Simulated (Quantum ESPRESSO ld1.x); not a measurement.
The numbers below are computed, except where a source is named.
Q: Radial electron density D(r) = 4 pi r^2 rho(r) of an atom or ion with 12 electrons. Level of theory: Dirac Kohn-Sham, PW91, spin-unpolarised, spherical densities, point nucleus (ld1.x of Quantum ESPRESSO 7.5).

r (bohr),D(r) (e/bohr)
0.01504,2.761
0.02039,4.402
0.02763,6.683
0.03744,9.500
0.05034,12.30
0.06822,14.30
0.09246,14.35
0.1253,12.18
0.1698,9.326
0.2283,8.399
0.3095,10.24
0.4194,12.24
0.5684,10.91
0.7703,6.522
1.036,2.743
1.404,1.330
1.902,1.169
2.578,0.7506
3.494,0.2326
4.735,0.04473
6.367,0.03608
8.628,0.05913
11.69,0.04972
15.85,0.01383
21.48,0.001041

What is the nuclear charge?

A: Z = 13. The innermost maximum, from 1s, lies near gamma/Z bohr with gamma = sqrt(1 - (Z/c)^2) = 0.995, here 0.0766 bohr (found: 0.0801), and its height grows with Z. The density is that of the aluminium ion Al+ in [He] 2s2 2p5.5 3s2 4f0.5; the configuration itself is not fixed sharply by these data, and Z only to about a unit. D(r) has 3 maxima, at r = 0.0801, 0.444, 9.73 bohr, and minima at 0.216, 5.56 bohr, inside which lie 2.20, 11.53 electrons.
